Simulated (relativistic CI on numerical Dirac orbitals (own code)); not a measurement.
## Radial parameters of K I

These numbers are calculated, not measured: Dirac-Coulomb-Breit CI, orbitals from a KLI potential per configuration, model QED (radiative potential, 1s self-energy scaled to tabulated hydrogen-like ionisation energies), valence Slater integrals scaled by 0.85, P86 correlation energy added to each configuration (own radial code, finite nucleus).

Slater integrals F^k, G^k are unscaled and averaged over j, outside the closed core [Ar]; ζ comes from projecting the Hamiltonian with its Breit term on Σ l·s of the shell.

- 4p: ζ(4p) = 28.967 cm⁻¹; <r>(4p) = 7.143, <r^2>(4p) = 58.51 (bohr units).
- 3d: ζ(3d) = -2.7585 cm⁻¹; <r>(3d) = 9.836, <r^2>(3d) = 113.9 (bohr units).
- 5p: ζ(5p) = 9.2811 cm⁻¹; <r>(5p) = 15.72, <r^2>(5p) = 281 (bohr units).

In this model ζ of a weakly bound d, f or g electron outside closed shells comes out too small, for d by up to a factor of two or three and at times with the wrong sign; that of an outer p electron is too small as well.

For a near-neutral ion this model can misplace configurations by up to about 10,000 cm⁻¹ (more where the count of f electrons changes) and terms by 10 to 25 % of their spread. Rates follow the energies as ν³ (E1, M1) or ν⁵ (E2), so they and the lifetimes can be off by large factors. The fine structure of a lone outer electron comes out too small, for d and f at times inverted, and misplaced configurations move strength between like terms. 6 of the 6 excited levels that our extract of the measured tables holds in this range could be paired (the sources list more); they are missed by 750 cm⁻¹ on average and 1058 at most, and levels without a partner can miss by more.

Averages of the first 10 configurations, taken without configuration mixing, which lowers the lowest level and can move excited configurations by several eV; other configurations of the list can lie among them:

| Configuration | Parity | States | Average energy above the lowest level (eV) |
| --- | --- | --- | --- |
| 4s | even | 2 | 0.0 |
| 4p | odd | 6 | 1.5 |
| 3d | even | 10 | 2.6 |
| 5p | odd | 6 | 3.0 |
| 4d | even | 10 | 3.4 |
| 4f | odd | 14 | 3.6 |
| 5s | even | 2 | 2.5 |
| 6s | even | 2 | 3.4 |
| 6p | odd | 6 | 3.6 |
| 5d | even | 10 | 3.8 |
